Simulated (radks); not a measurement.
Values are calculated unless marked as measured or tabulated.
Question: Valence configurations of Sm+ (all share [Xe]). Code: a radial shooting solver on a logarithmic mesh with Libxc functionals. Model: Dirac Kohn-Sham, PBE, spin-unpolarised, spherical densities, finite nucleus; open shells fill j = l - 1/2 first; Fermi nuclear charge, rms radius 5.0819 fm. Order these by energy: 4f5 6s1 6p1; 4f6 6s1; 4f6 6p1; 4f4 5d2 6s1; 4f7; 4f6 5d1; 4f5.5 6s0.5 6p1; 4f5.5 5d0.5 6s1; 4f6 5d0.5 6s0.5; 4f5 6s2.

Answer: From the lowest, in eV above it: 4f6 6s1 0.000; 4f6 5d0.5 6s0.5 0.597; 4f5.5 5d0.5 6s1 1.159; 4f6 5d1 1.294; 4f7 2.506; 4f6 6p1 2.898; 4f5 6s2 3.317; 4f5.5 6s0.5 6p1 3.982; 4f5 6s1 6p1 6.691; 4f4 5d2 6s1 11.544. NIST lists [Xe] 4f6 6s1 as the ground configuration; this level of theory agrees among the configurations tried. The energies are those of spherical spin-averaged densities, not of single terms.
